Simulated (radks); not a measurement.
Spherical quantum dot in the effective-mass picture: electrons in a well V = -V0 / (1 + exp((r - R)/a)) with V0 = 3.33, R = 7.26, a = 0.25, all in effective atomic units (hartree* = m*/eps^2 hartree, bohr* = eps/m* bohr), one dielectric constant everywhere. Method: non-relativistic Kohn-Sham, LDA (Slater exchange, Perdew-Wang correlation), spin-polarised, spherical densities; computed with a radial shooting solver with Libxc functionals. Levels are named by radial order and angular momentum (1s, 1p, 1d, 2s, ...), and open shells are averaged over m. Results are scaled to m* = 0.12 and eps = 16.4, for which hartree* = 12.14 meV and bohr* = 7.232 nm.

N = 10, configuration 1s2 1p6 1d(up 2, down 0). This is the lowest configuration that the search found. Occupied and some empty levels:

level,occupation,eigenvalue (meV),<r> (nm)
1s up,1,-19.462,35.98
1s down,1,-19.272,35.83
1p up,3,-18.882,37.28
1p down,3,-18.685,37.21
1d up,2,-17.870,38.50
1d down,0,-17.667,38.48
1f up,0,-16.486,39.57
1f down,0,-16.282,39.58
2s up,0,-15.257,24.89
2s down,0,-15.174,24.82
2p up,0,-13.481,29.02
2p down,0,-13.370,28.95

Energy (meV): total -288.529, kinetic 22.974, external -397.21, Hartree 108.10, exchange-correlation -22.397.
